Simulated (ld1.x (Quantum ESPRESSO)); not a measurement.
**F: one change to a TM potential, before and after**

| Property | Result |
| --- | --- |
| Element | fluorine (F) |
| Generator | ld1.x (Quantum ESPRESSO) 7.5 |
| Type | norm-conserving Troullier–Martins (Kleinman–Bylander form) |
| Functional | LDA (PZ) |
| Relativity | scalar-relativistic |
| Frozen core | [He] |
| Valence charge | 7 |
| Reference configuration | 2s1.5 2p5.5 |
| Partial waves | 2p (bound): rc 1.90 bohr; 2s (bound): rc 0.80 bohr |
| Local potential | the s channel |
| Core correction | none |

All-electron outer shells of the reference configuration (LDA (PZ), scalar-relativistic, ld1.x):

```tsv
shell	level (eV)	outermost node (bohr)	outermost maximum (bohr)
1s	-659.23	–	0.12
2s	-29.89	0.24	0.77
2p	-11.50	–	0.71
```

Change: wave 2p (bound): rc 1.90 bohr becomes 2p (bound): rc 1.62 bohr.

Cutoffs: the cutoffs (Ry, on a coarse ladder) from which the occupation-weighted sum of valence levels, in a spherical-Bessel basis at the reference potential, stays within 10 and 1 mRy of its value at 400 Ry; they do not see the model core or the augmentation charge, which bear on the density cutoff. Errors are all-electron minus pseudo energies relative to the spin-unpolarised reference configuration.

Q: What does the change do?

A: The potential gets neither clearly harder nor softer (90 Ry and 230 Ry → 90 Ry and 230 Ry); the s channel sets the loose cutoff, while the largest relative change is in p, which becomes harder; of the 9 tests that both files solve, the error grows in 4 and shrinks in 5 by more than 15 % and 0.3 meV (median size 20.7 → 20.2 meV); neither file shows a bound ghost.

```csv
quantity,base,changed
"cutoff, loose",90 Ry,90 Ry
"cutoff, tight",230 Ry,230 Ry
loose cutoff by channel (10 mRy a level),"p 40 Ry, s 80 Ry","p 50 Ry, s 80 Ry"
bound ghosts,none,none
"error for 2s2 2p5, meV [ΔE -9.19 eV]",-0.6,+6.0
"error for 2s2 2p4, meV [ΔE 10.37 eV]",+217,+114
"error for 2s2 2p3, meV [ΔE 48.88 eV]",+1062,+546
"error for 2s2 2p2, meV [ΔE 109.61 eV]",+3343,+1791
"error for 2s1 2p6, meV [ΔE 9.20 eV]",-1.1,+5.4
"error for 2s2 2p1, meV [ΔE 195.48 eV]",+8175,+4609
"error for 2s2 2p5.3, meV [ΔE -11.91 eV]",-21,-4.9
"error for 2s1.5 2p5.5 (spin-polarised), meV [ΔE -0.41 eV]",+13,+20
"error for 2s2 2p5 (spin-polarised), meV [ΔE -9.56 eV]",-8.4,+15
```
